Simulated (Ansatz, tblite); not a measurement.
Removing and adding an electron: CBP (C₃₆H₂₄N₂). Total charge 0; singlet. Geometry: PBE-D4/def2-SVP. Ansatz, gas phase; energy differences of separate SCF runs; the oxidised species was run as a doublet alone; the reduced species was run as a doublet alone.

The xTB rows come from tblite. Single mean-field runs in def2-SVP are fitted with def2-universal-jkfit. HOMO above LUMO, or a gap near zero within one spin, warns that the state may not be the lowest or that an electron is smeared out.

```csv
level,−HOMO (eV),vertical IE (eV),−LUMO (eV),vertical EA (eV),HOMO–LUMO gap (eV),IE − EA (eV),remarks
GFN1-xTB,10.69,12.08,8.19,6.65,2.50,5.43,–
GFN2-xTB,9.76,11.17,7.19,5.62,2.57,5.55,–
PBE-D4/def2-SVP,4.92,6.32,2.25,0.72,2.67,5.60,"HOMO above zero (-1 doublet), gap within one spin near zero (+1 doublet), gap within one spin near zero (-1 doublet)"
revPBE-D4/def2-SVP,4.85,6.37,2.17,0.76,2.68,5.61,"HOMO above zero (-1 doublet), gap within one spin near zero (+1 doublet), gap within one spin near zero (-1 doublet)"
PBE0-D4/def2-SVP,5.80,6.77,1.50,0.44,4.30,6.33,HOMO above zero (-1 doublet)
```

Relaxing the oxidised species (PBE-D4/def2-SVP) changes its energy by -0.04 eV at PBE-D4/def2-SVP, so the adiabatic ionisation energy to this nearest minimum is 6.29 eV. At PBE0-D4/def2-SVP it is 6.72 eV.  Relaxing the reduced species (PBE-D4/def2-SVP) changes its energy by -0.10 eV at PBE-D4/def2-SVP, so the adiabatic electron affinity to this nearest minimum is 0.82 eV. At PBE0-D4/def2-SVP it is 0.56 eV. The highest occupied level of the relaxed charge -1 doublet lies above zero (up to 0.62 eV). By energy differences its removal costs 0.82 eV (each at its own geometry, to the charge 0 singlet, at PBE-D4/def2-SVP); self-interaction error and the lack of diffuse functions both raise the level. The gap within one spin of the relaxed charge -1 doublet nearly closes, so an electron or hole may be smeared out by delocalisation error.     A HOMO above zero means that the electron is unbound at that level or that self-interaction error raises the level; the energy of removing that electron tells which. Raw xTB energy differences between charge states are shifted by several eV; the methods need an empirical correction for them. Sets without diffuse functions give affinities that are too small.
